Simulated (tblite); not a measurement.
C6H5F5.
Structure used (GFN2-xTB), in Å, numbered top down from 1:
```
atom  x, y, z in Å
C1     1.4467    1.6945   -0.1944
C2     1.3443    0.6032    0.5556
C3     0.4854   -0.5548    0.3503
C4     0.5085   -1.6037    1.1741
C5    -0.5040   -0.5726   -0.7963
F6    -0.0144   -0.0776   -1.9575
F7    -0.9036   -1.8361   -1.0916
C8    -1.7968    0.2168   -0.4370
F9    -2.3249   -0.2564    0.6959
F10   -2.7238    0.1177   -1.3856
F11   -1.5542    1.5148   -0.2478
H12    0.8803    1.8635   -1.0921
H13    2.1327    2.4764    0.0816
H14    1.9607    0.5098    1.4397
H15   -0.1212   -2.4638    1.0314
H16    1.1765   -1.6227    2.0166
```

Computed with GFN2-xTB (tblite): harmonic, unscaled wavenumbers at the GFN2-xTB geometry, gas phase. Errors from tens to a few hundred cm⁻¹ against measured bands are possible. One conformer, not necessarily the lowest.

Harmonic wavenumbers (cm⁻¹): 28.9, 57.8, 110.2, 132.5, 179.3, 211.0, 241.6, 290.1, 338.5, 353.9, 401.5, 426.2, 463.0, 503.4, 533.9, 563.6, 591.2, 679.9, 705.4, 736.4, 901.5, 905.8, 914.3, 966.3, 1008.9, 1018.2, 1072.3, 1098.9, 1109.7, 1120.7, 1174.2, 1279.3, 1302.9, 1400.4, 1423.8, 1650.9, 1670.7, 3067.2, 3123.8, 3124.9, 3156.7, 3158.0.

A = 1463, B = 1039, C = 916.9 MHz; mass 172.031 u (most abundant isotopes); point group C1, symmetry number 1.

Problem. What is the zero-point energy?

Solution. ½Σν̃ = 21599 cm⁻¹ = 258.38 kJ/mol.

Problem. Give the ideal-gas entropy at 298.15 K and 1 bar in the rigid-rotor, harmonic-oscillator model (classical rotation).

Solution. Translation 173.06, rotation 124.78, vibration 139.72: S = 437.6 J/(mol K).

Problem. And Cp and H(298.15 K) − H(0)?

Solution. Cp = 175.23 J/(mol K), of which vibrations give 141.98 (their classical limit is 42 R = 349.2); H(298.15 K) − H(0) = 31.61 kJ/mol without the zero-point energy, 21.69 from vibrations.

Problem. Blend soft modes into free rotors: weight 1/[1 + (100 cm⁻¹/ν̃)⁴] for the oscillator and the rest for a rotor with moment μB/(μ + B), μ = h/(8π²ν), B = 10⁻⁴⁴ kg m². What vibrational entropy results?

Solution. 126.81 J/(mol K) in place of 139.72, which changes −T·S at 298.15 K by +3.85 kJ/mol.

Problem. How do the functions run with temperature in this model?

Solution. 
```tsv
T (K)	S (J/(mol K))	Cp (J/(mol K))	H − H(0) (kJ/mol)	G − H(0) (kJ/mol)	ln q(vib)
50	256.5	57.0	2.21	-10.62	0.86
100	303.8	82.7	5.70	-24.69	2.24
373.15	480.0	203.7	45.84	-133.28	10.24
500	545.2	241.5	74.21	-198.39	13.83
750	652.9	288.2	141.01	-348.67	20.40
1000	739.9	315.4	216.73	-523.12	26.25
```

q(vib) and H(0) count from the zero-point level.

Hindered rotation and anharmonicity are outside this model. Other conformers, if any are populated, would add a mixing term that is left out. The structure is chiral; the term R ln 2 for an equal mix with its mirror image is left out.
